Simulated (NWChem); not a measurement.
Molecule: SiNH$_{3}$, singlet; SMILES N[SiH]

```xyz
5

Si     0.0886    -0.6844     0.0000
H     -1.4410    -0.8550     0.0000
N      0.0216     1.0327     0.0000
H     -0.8151     1.6080     0.0000
H      0.8646     1.5987     0.0000
```
Atoms are numbered in this order, from 1.

Low-valent species are run as closed-shell singlets; no triplet was tried in these runs. Coordinates come from a PBE0/def2-SVP optimisation.

Symmetry labels are those of Cs in the frame above (b1 and b2, or b-type labels, depend on it). States above −ε(HOMO) = 6.2 eV lie in this functional's continuum and hang on the basis.

### Question
List the 4 lowest vertical singlet excitations from B3LYP/6-31+G* (spherical d), TDA (NWChem).

### Answer
```tsv
state	energy (eV)	oscillator strength	symmetry	leading excitation (squared amplitude)
S1	3.76	0.062	a"	HOMO → LUMO (0.97)
S2	5.04	0.076	a'	HOMO → LUMO+1 (0.97)
S3	6.05	0.070	a'	HOMO → LUMO+2 (0.96)
S4	6.36	0.241	a'	HOMO−1 → LUMO (0.66)
```
